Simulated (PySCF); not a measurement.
## Which element holds F most strongly?

PBE0 in PySCF with def2-TZVPPD on every atom (core potentials on Ru, Sn, Sb), for the lowest determinant that a PBE0 search found; no spin–orbit coupling. D0 is De less the harmonic zero-point energy.

```
 M  state (unpaired electrons)  Re (Å)  ωe (cm⁻¹)  D0(MF) (eV)
 C               doublet (π ↑)   1.269       1334         5.75
Al      singlet (closed shell)   1.665        780         6.72
As              triplet (π ↑↑)   1.743        690         4.18
Sn               doublet (π ↑)   1.950        573         4.85
Ga      singlet (closed shell)   1.788        613         5.93
Sb              triplet (π ↑↑)   1.923        607         4.07
Ru     quartet (σ ↑, π ↑, δ ↑)   1.902        559         3.97
```

Problem. Order the elements by D0 and give the energy of AlF + Sb → SbF + Al.

Solution. Al > Ga > C > Sn > As > Sb > Ru; ΔE = 6.72 − 4.07 = +2.65 eV at PBE0/def2-TZVPPD. Close neighbours can swap at other levels.

The metal atom is held in its measured ground configuration; semilocal functionals can put another filling of s and d lower by some tenths of an eV, and De to that atom would be smaller. These are scalar-relativistic numbers at best; spin–orbit coupling would shift them, the dissociation energy most. States were picked by a PBE0 search and need not be the measured ground states.
